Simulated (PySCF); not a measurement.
Molfile (atoms numbered from 1):
```
C4H6ClNSi
     RDKit          3D

 13 12  0  0  0  0  0  0  0  0999 V2000
    2.7392    0.6706    0.2928 C   0  0  0  0  0  0  0  0  0  0  0  0
    2.4875   -0.3459   -0.3817 N   0  0  0  0  0  0  0  0  0  0  0  0
    1.0503   -1.1533   -0.8937 Si  0  0  1  0  0  4  0  0  0  0  0  0
    1.2107   -3.0024   -0.0871 Cl  0  0  0  0  0  0  0  0  0  0  0  0
   -0.5589   -0.4233   -0.3561 C   0  0  0  0  0  0  0  0  0  0  0  0
   -1.5860    0.0778    0.0287 C   0  0  0  0  0  0  0  0  0  0  0  0
   -2.8278    0.6641    0.4763 C   0  0  0  0  0  0  0  0  0  0  0  0
    3.7764    0.9490    0.4655 H   0  0  0  0  0  0  0  0  0  0  0  0
    1.9853    1.3272    0.7376 H   0  0  0  0  0  0  0  0  0  0  0  0
    1.1639   -1.2065   -2.3450 H   0  0  0  0  0  0  0  0  0  0  0  0
   -2.6281    1.5423    1.0902 H   0  0  0  0  0  0  0  0  0  0  0  0
   -3.3885   -0.0608    1.0661 H   0  0  0  0  0  0  0  0  0  0  0  0
   -3.4284    0.9616   -0.3830 H   0  0  0  0  0  0  0  0  0  0  0  0
  1  2  2  0
  2  3  1  0
  3  4  1  0
  3  5  1  0
  5  6  3  0
  6  7  1  0
  1  8  1  0
  1  9  1  0
  3 10  1  6
  7 11  1  0
  7 12  1  0
  7 13  1  0
M  END
```

All values are calculated (PySCF 2.14): GFN2-xTB structure, NMR shieldings at PBE0/pcSseg-1/GIAO. Non-relativistic, averaged over atoms made equivalent by symmetry, fast rotation or ring inversion, no solvent model, single conformer.

List the cross peaks expected in HSQC, COSY and HMBC spectra.

Answers



HSQC (one-bond C–H):
```tsv
δH	δC
8.72 (H9)	172.7 (C1)
8.66 (H8)	172.7 (C1)
2.10 (H11/H12/H13)	5.7 (C7)
```

COSY cross peaks (H two or three bonds apart, from the bond graph; peaks can be absent where the dihedral angle is near 90°):
```tsv
δH	δH
8.72 (H9)	8.66 (H8)
```

HMBC (two and three bonds, from the bond graph):
```tsv
δH	δC
5.61 (H10)	172.7 (C1), 113.5 (C6), 82.4 (C5)
2.10 (H11/H12/H13)	113.5 (C6), 82.4 (C5)
```

Chemical shifts δ = σref − σ; $^{1}$H (σ = 31.72 ppm) and $^{13}$C (σ = 186.93 ppm) against TMS, all at this level.

Shifts are as computed. Against solution values, carbons near 30 ppm lie about +3 ppm off and those near 130 ppm about +5 ppm. Of 1309 compounds with measured shifts, 239 miss one by over three times the rms of a fit or turn the order of signals round; such compounds aren't used in these exercises.
